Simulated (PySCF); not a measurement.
Si(OSiH3)2(F)2 (F₂H₆O₂Si₃), SMILES F[Si](F)(O[SiH3])O[SiH3]. Heavy atoms are numbered as in [F:1][Si:2]([F:3])([O:4][SiH3:5])[O:6][SiH3:7]. Hydrogens are named by the atom that carries them.

Geometry optimised at r2SCAN-D4/def2-SVP. The values are those of a single conformer.

These are PBE/pcSseg-1 run with PySCF values and carry that method's errors.

GIAO shieldings, no solvent; atoms alike by connectivity are averaged. δ = σ(ref) − σ: ¹⁹F against CFCl3 (σ = 133.6 ppm); ²⁹Si against TMS (σ = 335.4 ppm); ¹⁷O against H2O (σ = 334.3 ppm); ¹H against TMS (σ = 31.49 ppm), references at their B3LYP-D3(BJ)/def2-TZVP geometries, non-relativistic.

```
atoms       nucleus  count  δ (ppm)
----------  -------  -----  -------
F1              ¹⁹F      2      ___
Si5 (SiH3)     ²⁹Si      2    -32.5
Si2            ²⁹Si      1      ___
O4              ¹⁷O      2     40.2
H on Si5         ¹H      6     5.51
```

Q: Complete the blanks. (Estimate from the structure and the level; the computed values follow.)

A: 
- F1, δ (ppm): -183.8
- Si2, δ (ppm): -98.7
